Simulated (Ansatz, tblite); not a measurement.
Removing and adding an electron: GeEt(OEt)3 (C8H20GeO3). The state is a singlet with charge 0. Geometry: PBE-D4/def2-SVP. Ansatz, gas phase; energy differences of separate SCF runs; the oxidised species was run as a doublet alone; the reduced species was run as a doublet alone.

Cartesian coordinates in Å:
```
Ge -0.714 -0.106 0.545
C -1.766 0.299 2.138
C -3.189 -0.261 2.036
H -1.768 1.403 2.253
H -1.217 -0.118 3.007
H -3.780 -0.029 2.946
H -3.724 0.167 1.164
H -3.179 -1.362 1.910
O -0.705 -1.850 0.145
C 0.495 -2.621 0.082
C 1.202 -2.497 -1.261
H 1.198 -2.337 0.899
H 0.194 -3.677 0.260
H 2.083 -3.172 -1.304
H 0.520 -2.767 -2.092
H 1.561 -1.459 -1.416
O 1.042 0.309 0.648
C 1.444 1.632 0.991
C 2.961 1.717 0.917
H 0.987 2.379 0.298
H 1.101 1.898 2.021
H 3.314 2.730 1.197
H 3.425 0.979 1.603
H 3.313 1.495 -0.111
O -1.523 0.777 -0.792
C -1.200 0.511 -2.155
C 0.029 1.283 -2.623
H -1.053 -0.582 -2.319
H -2.088 0.809 -2.755
H 0.213 1.116 -3.704
H -0.110 2.371 -2.460
H 0.933 0.964 -2.065
```

The xTB rows come from tblite. HOMO above LUMO, or a gap near zero within one spin, warns that the state may not be the lowest or that an electron is smeared out.

```tsv
level	−HOMO (eV)	vertical IE (eV)	−LUMO (eV)	vertical EA (eV)	HOMO–LUMO gap (eV)	IE − EA (eV)	remarks
GFN1-xTB	11.68	13.87	4.73	2.40	6.95	11.47	–
PBE-D4/def2-SVP	5.97	8.41	0.04	-1.93	5.94	10.35	HOMO above zero (-1 doublet), gap within one spin near zero (+1 doublet)
```

Task: Estimate the rows for GFN2-xTB, PBE0-D4/def2-SVP.

Result: 
```csv
level,−HOMO (eV),vertical IE (eV),−LUMO (eV),vertical EA (eV),HOMO–LUMO gap (eV),IE − EA (eV),remarks
GFN2-xTB,10.84,13.00,4.56,1.93,6.28,11.06,–
PBE0-D4/def2-SVP,7.53,9.15,-1.00,-2.32,8.53,11.47,HOMO above zero (-1 doublet)
```

   A HOMO above zero means that the electron is unbound at that level or that self-interaction error raises the level; the energy of removing that electron tells which. Raw xTB energy differences between charge states are shifted by several eV; the methods need an empirical correction for them. Sets without diffuse functions give affinities that are too small. A negative affinity means that the extra electron isn't bound; its size then hangs on the basis.
